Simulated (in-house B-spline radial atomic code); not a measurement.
Configurations of Eu, with energies counted from [Xe] 4f7 6s2. All numbers are computed (scalar-relativistic (X2C) TPSS, spin-polarised, spherical fractional occupations; Fermi nucleus of rms radius 5.1115 fm) with a B-spline radial code for spherical atoms, not measured. Shells without spins written out take the highest spin.

Occupations are held fixed; configurations that lie above the ionisation limit could autoionise.

```tsv
configuration	E - E(ref) (eV)	highest orbital	its <r> (bohr)
[Xe] 4f7 6s1 7d1	4.502	7d up	21.23
[Xe] 4f6 6s2 7d1	10.015	7d up	19.91
[Xe] 4f6 5f1 6s2	10.062	5f up	16.43
[Xe] 4f6 6s2 7f1	10.524	7f up	41.14
[Kr] 4d10 4f7 5s2 5p5 6s2 6d1	25.657	6d up	10.6
[Kr] 4d10 4f(6 up, 1 down) 5s2 5p(2 up, 3 down) 6s2 7d(0 up, 1 down)	32.974	7d down	20.3
[Kr] 4d(4 up, 5 down) 4f(0 up, 7 down) 5s2 5p6 6s2 7s(0 up, 1 down)	136.2	7s down	9.45
```

Problem. Order these further configurations by energy, lowest first.
A. [Xe] 4f(6 up, 1 down) 6s(0 up, 1 down) 6f(1 up, 0 down)
B. [Xe] 4f6 6s2 7p1
C. [Xe] 4f(1 up, 6 down) 6s2
D. [Kr] 4d10 4f7 5s2 5p5 6s2 7p1
E. [Kr] 4d10 4f7 5s2 5p5 6s2 6f1

Solution. C (4.363 eV), B (9.295 eV), A (9.496 eV), D (25.519 eV), E (26.576 eV).

Problem. How far above the reference does [Kr] 4d10 4f7 5s2 5p5 6s2 7f1 lie?

Solution. 26.747 eV; its least bound orbital is 7f up with <r> = 41.21 bohr.

Problem. How far above the reference does [Kr] 4d10 4f(5 up, 2 down) 5s2 5p(3 up, 2 down) 6s2 7f(0 up, 1 down) lie?

Solution. 35.082 eV; its least bound orbital is 7f down with <r> = 41.25 bohr.
